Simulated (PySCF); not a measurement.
## Re: excitation energy

Re [Xe] 4f14 5d5 6s2 (6S) → Re [Xe] 4f14 5d6 6s1 (6D), as a difference of total energies. Calculation: PySCF 2.14, in cc-pV5Z-PP with ECP60MDF; a scalar-relativistic core potential. Correlated levels: valence: 5s2 5p6 frozen. The calculations carry no spin-orbit coupling.

```csv
method,excitation energy (cm⁻¹),error (cm⁻¹)
UHF,14887,+697
LDA,11823,-2366
PBE,9853.7,-4336
PBE0,10470,-3720
r2SCAN,10288,-3902
r2SCANh,10670,-3520
BLYP,11341,-2849
TPSSh,9889.6,-4300
MP2 (valence),12891,-1299
SCS-MP2 (valence),12634,-1555
```

Reference: 14190 cm⁻¹ (measured; NIST levels, between the centres of gravity of the two terms).
